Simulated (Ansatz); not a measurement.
System: sum formula H$_{5}$BSiO$_{6}$ (charge 0, singlet). SMILES: O([Si](O)(O)O)B(O)O
Structure (B3LYP-D3(BJ)/def2-TZVP (Ansatz, a program for electronic structure) minimum search):
```
O
B 1 1.3536
O 2 1.3688 1 117.93
H 3 0.9598 2 116.31 1 179.46
O 2 1.3877 1 118.01 3 179.51
H 5 0.9599 2 116.69 1 179.11
Si 1 1.6484 2 134.13 3 174.39
O 7 1.6276 1 109.13 2 26.49
H 8 0.9646 7 114.65 1 -26.75
O 7 1.6287 8 109.91 9 94.34
H 10 0.9601 7 117.63 8 159.34
O 7 1.6302 8 111.58 9 -147.17
H 12 0.9598 7 118.36 8 62.32
```

Wanted: atomisation energy (electronic, to ground-state atoms); the coupled-cluster value holds the core correlation from cc-pwCVTZ, in eV. Valence correlation only, unless marked. Open shells are spin-unrestricted. No spin-orbit coupling. No relativistic terms. CBS(X,Y): correlation extrapolated as X^-3; Hartree-Fock from the larger set.

Level to compare with: CCSD(T)/CBS(cc-pV(T+d)Z,cc-pV(Q+d)Z) plus the core term (Ansatz), 61.04 eV. It is a level with limits of its own, and the differences hold the functionals' basis error too.

Question: Rank these functionals by how close they come to CCSD(T)/CBS(cc-pV(T+d)Z,cc-pV(Q+d)Z), closest first: B3LYP/def2-TZVPD (Ansatz); wB97X/def2-TZVPD (Ansatz); BHLYP/def2-TZVPD (Ansatz).

Answer: wB97X/def2-TZVPD (range-separated hybrid, 59.93 eV, difference -1.11), B3LYP/def2-TZVPD (global hybrid, 59.47 eV, difference -1.57), BHLYP/def2-TZVPD (global hybrid, 57.19 eV, difference -3.85)
